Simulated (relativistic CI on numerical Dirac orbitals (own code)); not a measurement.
**Charge states of sulfur**

Computed by Dirac-Coulomb-Breit CI, separate exchange-only KLI orbitals for each configuration, model QED, valence Slater integrals scaled by 0.9 (own radial code, finite nucleus).

Each species is treated in one configuration, given outside its closed core. Radial values are for the open shell of highest l, unscaled and averaged over j; ζ includes the Breit term. Labels give the leading LS character, summed over repeated terms.

| Ion | Configuration | Its lowest level | LS weight (%) | ⟨r⟩ (bohr) | ⟨r²⟩ (bohr²) | ζ (cm⁻¹) | Next level | E (cm⁻¹) |
| --- | --- | --- | --- | --- | --- | --- | --- | --- |
| S | 3s²3p⁴ | ³P2 | 100 | 2.079 | 5.179 | 400.4 | ³P1 | 401.49 |
| S+ | 3s²3p³ | ⁴S°3/2 | 100 | 1.909 | 4.283 | 475 | ²D°3/2 | 16970 |
| S2+ | 3s²3p² | ³P0 | 100 | 1.781 | 3.689 | 554.9 | ³P1 | 300.66 |
| S3+ | 3s²3p | ²P°1/2 | 100 | 1.679 | 3.256 | 640.1 | ²P°3/2 | 962.76 |
| S4+ | 3s² | ¹S0 | 100 |  |  |  |  |  |
| S5+ | 3s | ²S1/2 | 100 | 1.419 | 2.29 |  |  |  |
| S6+ | 2s²2p⁶ | ¹S0 | 100 |  |  |  |  |  |
| S7+ | 2s²2p⁵ | ²P°3/2 | 100 | 0.4187 | 0.2161 | 6673 | ²P°1/2 | 10036 |
| S8+ | 2s²2p⁴ | ? | ? | ? | ? | ? | ? | ? |
| S9+ | 2s²2p³ | ⁴S°3/2 | 100 | 0.391 | 0.1866 | 7749 | ²D°3/2 | 77561 |
| S10+ | 2s²2p² | ³P0 | 99 | 0.3789 | 0.1746 | 8336 | ³P1 | 5189 |
| S11+ | 2s²2p | ²P°1/2 | 100 | 0.3678 | 0.1639 | 8959 | ²P°3/2 | 13474 |
| S12+ | 2s² | ¹S0 | 100 |  |  |  |  |  |
| S13+ | 2s | ²S1/2 | 100 | 0.4051 | 0.1916 |  |  |  |
| S14+ | 1s² | ¹S0 | 100 |  |  |  |  |  |

Problem. Fill in the row of S8+.

Solution. Its lowest level ³P2; LS weight (%) 99; ⟨r⟩ (bohr) 0.4043; ⟨r²⟩ (bohr²) 0.2004; ζ (cm⁻¹) 7195; Next level ³P1; E (cm⁻¹) 7981.1.

With one configuration, terms of near-neutral atoms and ions can be 10 to 25 % off, and close levels can change places.
